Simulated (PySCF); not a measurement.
Structure problem from calculated spectra and properties.

Formula: CH12OSi4.

| Item | Value |
| --- | --- |
| Rotational structure | rotational constants A, B, C: 1.552, 0.940, 0.625 GHz [GFN2-xTB] |
| Dipole | 1.07 D [CAM-B3LYP/def2-SVPD] |
| Polarisability | 132.2 au [CAM-B3LYP/def2-SVPD] |
| 1H NMR | chemical shifts (computed TMS as zero) by class: 5.99 (1 H), 4.13 (1 H), 3.98 (1 H), 3.58 (1 H), 3.40 (1 H), 3.33 (3 H), -0.10 (3 H), -0.21 (1 H) ppm [GIAO PBE0/pcSseg-1] |
| UV, strongest line | among the 8 lowest singlet transitions: S5 at 6.87 eV (180 nm, f = 0.190) [TDDFT CAM-B3LYP/def2-SVPD] |
| UV, first state | lowest singlet excitation: 5.45 eV (227 nm, f = 0.004) [TDDFT CAM-B3LYP/def2-SVPD] |
| NMR, other nuclei | isotropic shieldings of nuclei other than C and H, by class: 330 (1 O), 355 (1 Si), 429 (1 Si), 472 (1 Si), 481 (1 Si) ppm [GIAO PBE0/pcSseg-1] |
| 13C NMR | chemical shifts (computed TMS as zero) by class: -11.0 (1 C) ppm [GIAO PBE0/pcSseg-1] |

The electronic properties come from PySCF, for the isolated species, density fitting. Levels stand in brackets. The structure is a single GFN2-xTB conformer in the gas phase; no vibrational or solvent corrections. NMR classes are plain means over equivalent atoms (diastereotopic ones count apart unless rotation or inversion swaps them), as if these changed places fast.

Question: Propose a structure and show how it fits.

Answer: Numbering: `[CH3:1][SiH2:2][Si@H:3]([OH:4])[SiH2:5][SiH3:6]`. Its formula, CH12OSi4, gives 0 degrees of unsaturation, so no ring and no π bond. The one carbon: Si-methyl carbon [C1] (-11.0 ppm). Hydrogen classes from least to most shielded: 1 H on an oxygen-bound silicon, Si3 (5.99 ppm), 1 H on an SiH2 silicon, Si2 (4.13 ppm), 1 H on an SiH2 silicon, Si2 (3.98 ppm), 1 H on an SiH2 silicon, Si5 (3.58 ppm), 1 H on an SiH2 silicon, Si5 (3.40 ppm), 3 H on an SiH3 silicon, Si6 (3.33 ppm), 3 H on an Si-methyl carbon, C1 (-0.10 ppm, a mean of values up to 0.6 ppm apart in this geometry), 1 H on a silanol oxygen, O4 (-0.21 ppm). The other shieldings belong to: 330 ppm, silanol oxygen [O4]; 355 ppm, oxygen-bound silicon [Si3]; 429 ppm, SiH2 silicon [Si2]; 472 ppm, SiH3 silicon [Si6]; 481 ppm, SiH2 silicon [Si5]. The optimised geometry has point group C1 and is an asymmetric top. Structure: `C[SiH2][Si@H](O)[SiH2][SiH3]`. Computed isomers that give other values at the same levels: `O[SiH2]C[SiH2][SiH2][SiH3]` (13C chemical shifts (computed TMS as zero) by class: -3.4 (1 C) ppm); `CO[SiH2][SiH]([SiH3])[SiH3]` (13C chemical shifts (computed TMS as zero) by class: 56.7 (1 C) ppm); `C[SiH2][Si@H]([SiH3])[SiH2]O` (smallest rotational constant: 0.667 GHz; this holds for the one conformer computed). The assignments are read from this structure; whether some other isomer fits the data as well wasn't checked. The mirror image fits equally.

Conformer computed: `[CH3:1][SiH2:2][Si@H:3]([OH:4])[SiH2:5][SiH3:6]`: C1–Si2–Si3–O4 180°, Si2–Si3–Si5–Si6 -58°, H–O4–Si3–Si2 -67°.
